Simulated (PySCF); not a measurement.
Stepwise substitution at one centre (Al H-I). Isolated molecules, 0 K electronic values unless said otherwise. Strings in code marks are SMILES.

These are TPSSh-D3(BJ)/def2-TZVP // B3LYP-D3(BJ)/def2-TZVP in PySCF values and carry that method's errors. Delta-SCF ions had no search for a lower state. Excitations are Tamm–Dancoff values on a coarser integration grid. The basis has no diffuse functions, so Rydberg states are missing or too high.

| species | S1–T1 gap (TDA) (eV) | vertical ionisation energy (Delta-SCF) (eV) | S1 excitation (TDA) (eV) | dipole moment (D) | HOMO (eV) |
|---|---|---|---|---|---|
| 0 of 3 H replaced by I (`[AlH3]`) | – | ___ | – | 0.00 | -8.05 |
| 1 of 3 H replaced by I | 0.14 | 9.77 | 4.41 | 0.99 | -7.09 |
| 2 of 3 H replaced by I | 0.11 | 9.50 | 4.49 | ___ | -7.21 |
| 3 of 3 H replaced by I (`[I][Al]([I])[I]`) | ___ | 9.19 | ___ | 0.00 | -7.15 |

**Question.** What belongs in the gaps?

**Answer.** 
- 0 of 3 H replaced by I (`[AlH3]`), vertical ionisation energy (Delta-SCF) (eV): 11.12
- 2 of 3 H replaced by I, dipole moment (D): 0.55
- 3 of 3 H replaced by I (`[I][Al]([I])[I]`), S1–T1 gap (TDA) (eV): 0.24
- 3 of 3 H replaced by I (`[I][Al]([I])[I]`), S1 excitation (TDA) (eV): 4.45
